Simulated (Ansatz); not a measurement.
Reaction (redistribution): `OB(O)S` + `[Se]=C[TeH]` → `OB(O)[TeH]` + `SC=[Se]`

Isolated molecules relaxed with PBE0-D4/def2-TZVP in Ansatz; ΔE leaves out vibrations. CBS: MP2 limit from def2 TZ/QZ plus the TZ coupled-cluster correction, frozen cores. DFT in def2-TZVPP. B3LYP here is the variant with VWN-RPA as its local correlation; programs differ in this. HSE06 is defined as in plane-wave codes. Elements past krypton have def2 core potentials. For Se, Te outer-core shells are correlated without core-valence functions, which leaves a few kJ/mol of doubt a bond. Scalar relativity is left out up to krypton. One conformer a species, not always the lowest.

```tsv
level	ΔE (kJ/mol)	difference from CCSD(T)/CBS
LDA (SPW92)	9.0	-10.6
PBE-D4	13.1	-6.5
revPBE-D4	13.4	-6.2
BLYP-D4	17.6	-2.0
r2SCAN-D4	14.0	-5.6
PBE0-D4	12.4	-7.2
B3LYP-D4	16.8	-2.8
r2SCANh-D4	13.5	-6.1
r2SCAN0-D4	12.8	-6.8
HSE06-D4	12.6	-7.0
BHLYP-D4	17.5	-2.1
CAM-B3LYP-D4	15.6	-4.0
ωB97X-V	14.0	-5.6
ωB97M-V	13.7	-5.9
B2PLYP	18.3	-1.3
PBE-QIDH	14.8	-4.8
PBE	13.2	-6.4
r2SCAN	14.0	-5.6
PBE0	12.6	-7.0
B3LYP	17.1	-2.5
r2SCAN0	12.9	-6.7
HSE06	12.7	-6.9
BHLYP	17.0	-2.6
CAM-B3LYP	15.7	-3.9
LC-ωPBE	12.6	-7.0
RPA@PBE/def2-TZVPP	19.7	0.1
HF/def2-SVP	19.0	-0.6
MP2/def2-SVP	19.3	-0.3
CCSD/def2-SVP	19.9	0.3
CCSD(T)/def2-SVP	18.9	-0.7
HF/def2-TZVPP	17.4	-2.2
MP2/def2-TZVPP	19.2	-0.4
SCS-MP2/def2-TZVPP	21.1	1.5
CCSD/def2-TZVPP	20.6	1.0
CCSD(T)/def2-TZVPP	20.1	0.5
HF/def2-QZVPP	18.1	-1.5
MP2/def2-QZVPP	19.2	-0.4
HF/CBS(def2)	18.2	-1.4
MP2/CBS(def2)	18.8	-0.8
CCSD/CBS(def2)	20.1	0.5
CCSD(T)/CBS	19.6	0
```

What do rigid-rotor, harmonic-oscillator terms from PBE0-D4/def2-TZVP frequencies (298.15 K, 1 bar) make of the CCSD(T)/CBS value? (Best estimate.)

Computed: ΔZPE = +1.1 kJ/mol, ΔH = +21.0 kJ/mol, ΔS = 5 J/(mol·K), ΔG = +19.5 kJ/mol.

Largest T1 diagnostic among the species: 0.017.

Leaving LDA and LC-ωPBE aside and taking each functional with its dispersion term where it has one, the values, not all of them listed here, spread over 10.2 kJ/mol, from PBE0-D4 to B97M-V. LDA lies −4.2 kJ/mol from PBE without D4.
